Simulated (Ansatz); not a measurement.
The same path of C3H7GeN (12 atoms, charge 0, multiplicity 1) was run twice with different band settings. Lost on the way: Ge4–H9. Made: C3–H9.

Computed with RKS LDA/def2-SVP (Ansatz).

Relaxed end points:

```xyz
12
Properties=species:S:1:pos:R:3
C -1.425 -1.040 2.135
C -0.592 -0.365 1.174
C 0.120 0.214 0.359
Ge 1.195 1.065 -0.943
N 0.988 0.405 -2.633
H -2.197 -1.667 1.637
H -0.829 -1.709 2.794
H -1.959 -0.317 2.791
H 0.816 2.559 -0.998
H 2.677 0.868 -0.565
H 0.035 0.518 -3.000
H 1.247 -0.586 -2.716
```

```xyz
12
Properties=species:S:1:pos:R:3
C -0.846 -0.734 1.475
C -0.397 0.514 0.923
C -0.064 1.610 0.425
Ge 1.484 0.688 -0.789
N 0.662 -0.176 -2.175
H -1.058 -1.464 0.661
H -0.076 -1.189 2.135
H -1.783 -0.608 2.068
H -0.199 2.690 0.321
H 1.659 -0.571 0.161
H 0.341 0.336 -3.000
H 0.354 -1.152 -2.170
```

Common settings: spring 5.0 eV/Å²; optimiser quadratic models (default); start path through a guess of the saddle point; force threshold 0.05 eV/Å; iteration limit 60; end points relaxed.

| run | movable images | climbing image |
| --- | --- | --- |
| 1 | 5 | yes |
| 2 | 1 | no |

Question: What does each run give, and how far can it be trusted?

Answer: Run 1: converged after 27 iterations, highest image 2.092 eV above the first end. Neighbouring images differ by up to 1.8 eV, so the band resolves the path poorly. A vibrational analysis at the climbing image gives one clearly imaginary mode, 726i cm⁻¹: a first-order saddle point.
Run 2: converged after 29 iterations, highest image 0.990 eV above the first end. No image climbed, so the highest image needn't sit at the top of the path. A band with more images between the same ends climbed to 2.09 eV, so this one has probably stepped over the top. So few images can step over the top or miss a turn of the path.
The orbitals stay closed-shell, which can raise the energy where a bond breaks towards radicals; this wasn't checked here.
